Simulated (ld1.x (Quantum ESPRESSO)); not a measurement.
## Building the TM potential for cadmium (Wu–Cohen, scalar-relativistic).

| Quantity | Value |
| --- | --- |
| Element | Cd (Z = 48) |
| Generator | ld1.x (Quantum ESPRESSO) 7.5 |
| Type | norm-conserving Troullier–Martins (Kleinman–Bylander form) |
| Functional | Wu–Cohen |
| Relativity | scalar-relativistic |
| Frozen core | [Ar] 3d10 |
| Valence charge | 20 |
| Reference configuration | 4s2 4p6 4d10 5s2 5p0 |
| Partial waves | 4p (bound): rc 1.65 bohr; 4d (bound): rc 1.25 bohr; 4s (bound): rc 1.35 bohr |
| Local potential | the s channel |
| Core correction | none |

Occupied shells without a wave of their own: 5s. They enter only through the test configuration that unscreens the potential.

Poles of the logarithmic derivatives, all-electron (AE) and pseudo (PS). s: poles at -7.6 (AE) and -7.6, 4.8 (PS) Ry. p: poles at -4.5 (AE) and -4.5 (PS) Ry. d: poles at 0.3 (AE) and 0.2 (PS) Ry. Test radius 1.79 bohr.

- Cutoffs needed: 90 Ry and 140 Ry (the cutoffs (Ry, on a coarse ladder) from which the occupation-weighted sum of valence levels, in a spherical-Bessel basis at the reference potential, stays within 10 and 1 mRy of its value at 400 Ry)
- Ghost test: no extra level below or beside the all-electron valence levels (p, d, s, f tested) (spherical-Bessel basis up to 400 Ry, 20 bohr box)
- Largest excitation error: -6436 meV (all-electron minus pseudo) for 4s2 4p6 4d9 5s0 5p0, out of 7 test configurations
